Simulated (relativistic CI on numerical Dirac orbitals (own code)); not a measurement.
## Electric-dipole transitions in Hg LXXIV

These numbers are calculated, not measured: Dirac-Coulomb-Breit CI, separate exchange-only KLI orbitals for each configuration, model QED (radiative potential, 1s self-energy scaled to tabulated hydrogen-like ionisation energies), unscaled Slater integrals (own radial code, finite nucleus).

Configuration list (outside the closed core 1s2): 2s2 2p3, 2s 2p4, 2p5, 2p4 3s, 2s2 2p2 3s, 2p4 3p, 2s2 2p2 3p, 2p4 3d, 2s2 2p2 3d, 2s 2p3 3s, 2s 2p3 3p, 2s 2p3 3d, 2s2 2p2 4s, 2s2 2p2 4p, 2s2 2p2 4d, 2s2 2p2 4f, 2s2 2p 3s2, 2s2 2p 3s 3p, 2s 2p3 4s, 2s2 2p2 5s, 2s2 2p 3s 3d, 2s 2p3 4p, 2s2 2p 3p2, 2s2 2p2 5p, 2s2 2p2 5d, 2s2 2p2 5f, 2s 2p3 4d, 2s2 2p2 5g, 2s 2p3 4f, 2s2 2p 3p 3d, 2s 2p2 3s2, 2s2 2p 3d2, 2s 2p2 3s 3p, 2s 2p2 3s 3d, 2s 2p2 3p2, 2s 2p2 3p 3d. Levels of other configurations are missing.

| λ vac (nm) | Lower | Upper | A (s⁻¹) | E lower (eV) | E upper (eV) |
| --- | --- | --- | --- | --- | --- |
| 0.09384 | 2s2 2p3 2D°_5/2 [3] | 2s2 2p2 3d 2F_7/2 [124] | 2.01e+15 | 2027.9 | 15239.7 |
| 0.09402 | 2s2 2p3 2P°_3/2 [1] | 2s2 2p2 3d 2D_3/2 [49] | 2.27e+15 | 0.0 | 13186.5 |
| 0.09406 | 2s2 2p3 2P°_3/2 [1] | 2s2 2p2 3d 2D_5/2 [48] | 2.54e+15 | 0.0 | 13180.8 |
| 0.09420 | 2s 2p4 4P_5/2 [5] | 2s 2p3 3d 4D°_5/2 [161] | 2.22e+15 | 2399.3 | 15561.3 |
| 0.09423 | 2s 2p4 4P_5/2 [5] | 2s 2p3 3d 4F°_7/2 [158] | 1.85e+15 | 2399.3 | 15556.4 |
| 0.10942 | 2s 2p4 2D_5/2 [10] | 2s 2p3 3d 2F°_7/2 [192] | 2.20e+15 | 4478.9 | 15809.5 |
| 0.10949 | 2s2 2p3 4S°_3/2 [2] | 2s2 2p2 3d 2D_5/2 [55] | 1.90e+15 | 2004.7 | 13328.5 |
| 0.10960 | 2s2 2p3 2P°_3/2 [8] | 2s2 2p2 3d 2D_5/2 [139] | 2.42e+15 | 4098.6 | 15410.9 |
| 0.10963 | 2s2 2p3 2D°_5/2 [3] | 2s2 2p2 3d 2F_7/2 [56] | 3.28e+15 | 2027.9 | 13337.2 |
| 0.10965 | 2s2 2p3 4S°_3/2 [2] | 2s2 2p2 3d 2F_5/2 [54] | 1.37e+15 | 2004.7 | 13311.6 |
| 0.10992 | 2s2 2p3 2P°_3/2 [1] | 2s2 2p2 3d 2D_5/2 [20] | 2.03e+15 | 0.0 | 11279.7 |
| 0.10999 | 2s 2p4 2D_3/2 [12] | 2s 2p3 3d 2D°_5/2 [198] | 3.51e+15 | 4562.2 | 15835.0 |
| 0.11001 | 2s 2p4 4P_5/2 [5] | 2s 2p3 3d 4D°_7/2 [75] | 2.80e+15 | 2399.3 | 13669.4 |
| 0.11007 | 2s 2p4 4P_5/2 [5] | 2s 2p3 3d 4D°_5/2 [74] | 1.55e+15 | 2399.3 | 13663.1 |
| 0.11016 | 2s 2p4 2D_5/2 [10] | 2s 2p3 3d 2D°_5/2 [186] | 2.55e+15 | 4478.9 | 15734.0 |
| 0.11024 | 2s 2p4 2P_3/2 [7] | 2s 2p3 3d 2D°_5/2 [79] | 2.93e+15 | 2520.3 | 13767.4 |
| 0.11029 | 2s 2p4 2D_5/2 [10] | 2s 2p3 3d 2F°_7/2 [183] | 1.69e+15 | 4478.9 | 15720.4 |
| 0.32184 | 2s2 2p2 3d 2D_3/2 [19] | 2s2 2p2 4f 2F°_5/2 [112] | 4.13e+14 | 11117.8 | 14970.2 |
| 0.33139 | 2s2 2p2 3d 2G_9/2 [52] | 2s2 2p2 4f 2H°_11/2 [279] | 4.21e+14 | 13308.7 | 17050.0 |
| 0.33330 | 2s2 2p2 3d 2D_5/2 [20] | 2s2 2p2 4f 2F°_7/2 [115] | 4.23e+14 | 11279.7 | 14999.6 |

Terms are leading LS components. Brackets give the number of a level in order of energy, since labels repeat. The list gives strong lines, with weight on those to low levels, without lines whose two gauges differ by over a factor of 2.5, among the lowest 400 of 1461 levels, so that lines to higher ones, which can be the strongest, are missing. Levels whose partners in the same complex of configurations lie outside the list can be far off, and so can their lines. Rates are taken at the computed energies, electric ones in the length gauge.

At this charge energies of transitions that change n are usually good to better than 1 %, and those within a shell (Δn = 0) to a few per cent.

LS names give the leading component of a level, which can be under half, so a name can repeat, a term be missing and a line seem to break the LS rules.
